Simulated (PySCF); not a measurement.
Spectrum to structure. Method: TDDFT CAM-B3LYP/def2-SVPD, vertical, gas phase, core orbitals frozen in the response (PySCF). Geometries: GFN2-xTB, one conformer each.

```
state  λ (nm)       f
   S1   254.2   0.010
   S2   234.2   0.214
   S3   217.2   0.019
   S4   208.8   0.019
   S5   172.5   0.029
   S6   167.4  0.0096
   S7   162.9   0.012
   S8   162.8   0.016
```

Triplets computed (Tamm–Dancoff): 3.38, 4.59, 5.13 eV.

Problem. Which structure fits? All have the formula C5H8BFO.
A. `BO[C@@H](C)[C@H](F)C#C`
B. `FC[C@@H]1C=CCBO1`
C. `BC1=C[C@H](F)COC1`
D. `C#CBCCOCF`

Solution. C. Its S1 lies at 4.88 eV; the nearest of the others has S1 at 4.21 eV. S1 is HOMO→LUMO (74%), HOMO-2→LUMO (11%). Löwdin shares by element: HOMO oxygen 48%, carbon 24% or more (atoms not listed hold the other 28%); LUMO boron 38%, carbon 37% or more, hydrogen 7% or more (atoms not listed hold the other 18%). At the same level the other candidates give, for their lowest levels:
- `FC[C@@H]1C=CCBO1`: 192 nm (f 0.003); 182 nm (f 0.005); 179 nm (f 0.142); 174 nm (f 0.049); 169 nm (f 0.091); T1 4.38 eV; HOMO -8.67, LUMO 0.97 eV
- `C#CBCCOCF`: 294 nm (f 0.000); 219 nm (f 0.092); 206 nm (f 0.001); 196 nm (f 0.000); 175 nm (f 0.011); T1 3.90 eV; HOMO -9.46, LUMO -1.12 eV
- `BO[C@@H](C)[C@H](F)C#C`: 200 nm (f 0.000); 193 nm (f 0.000); 183 nm (f 0.001); 176 nm (f 0.000); 155 nm (f 0.013); T1 5.33 eV; HOMO -9.61, LUMO 0.70 eV
